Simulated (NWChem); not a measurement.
# CH3AlF2O; SMILES C[O][Al]([F])[F]

```xyz
8

Al     0.0108     0.5252     0.0003
F      1.1457     1.7207    -0.0007
F     -1.5808     0.9667     0.0000
O      0.5025    -1.0683     0.0021
C      0.0155    -2.3704    -0.0013
H      0.3700    -2.9112    -0.8956
H      0.3808    -2.9194     0.8834
H     -1.0884    -2.4159     0.0052
```
Atoms are numbered in this order, from 1.

Results from NWChem. Structure relaxed at the PBE0/def2-SVP level. Ions are spin-unrestricted doublets at the neutral geometry; other ion states weren't tried. Functional: LC-ωPBE (HJS hole) with def2-SVP; rows give the range parameter ω in 1/bohr.

For range parameter (1/bohr) 0.15:

| Property | Result |
|---|---|
| vertical ionisation energy, ΔSCF (eV) | 10.93 |
| −ε(HOMO) (eV) | 9.08 |

How do the values read with range parameter (1/bohr) 0.30 instead?


| Item | Result |
|---|---|
| vertical ionisation energy, ΔSCF (eV) | 11.35 |
| −ε(HOMO) (eV) | 10.65 |
